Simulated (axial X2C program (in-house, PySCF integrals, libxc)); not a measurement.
# SiSe⁻ along the bond: BLYP, 2c

Computed with an in-house relativistic program for diatomic molecules. Two-component (2c) means X2C with spin–orbit coupling and atomic mean-field two-electron Coulomb and Gaunt terms. Basis: Se dyall-acv3z [9s10p7d5f1g], Si dyall-av3z [9s8p3d2f] (cores contracted in-house); Gaussian nuclei, density fitting, unrestricted open shells. Masses: Se 79.917 u, Si 27.977 u.

State: Ω = 1/2 (⟨Sz⟩ = -0.50, ⟨Lz⟩ = 1.00 at BLYP). Dipoles are positive if Si is the positive end and refer to the centre of mass.

```
R (Å)   μ (D)  HOMO (eV)  LUMO (eV)
1.893  -5.167       2.05       2.10
1.980  -4.521       1.99       2.05
2.045  -4.085       1.94       2.00
2.111  -3.690       1.87       1.93
2.176  -3.335       1.78       1.85
2.252  -2.965       1.67       1.74
2.328  -2.637       1.56       1.63
2.426  -2.268       1.41       1.48
2.546  -1.887       1.22       1.30
2.720  -1.456       0.97       1.05
```

(1) The minimum lies at 2.211 Å. What is the dipole moment there?

Occupations by symmetry block were frozen at the best pattern of an incomplete PBE0 search. Density functionals use the spin component along the axis (collinear). The functionals have no current-density term, which raises determinants with orbital currents, atoms included. The highest occupied level of some functionals is positive through self-interaction error; at Hartree–Fock it is bound. The LUMO of an anion is an unbound level whose energy the basis sets.

Results:

(1) At BLYP, 2c, with the sign and origin stated: μ = -3.16 D.
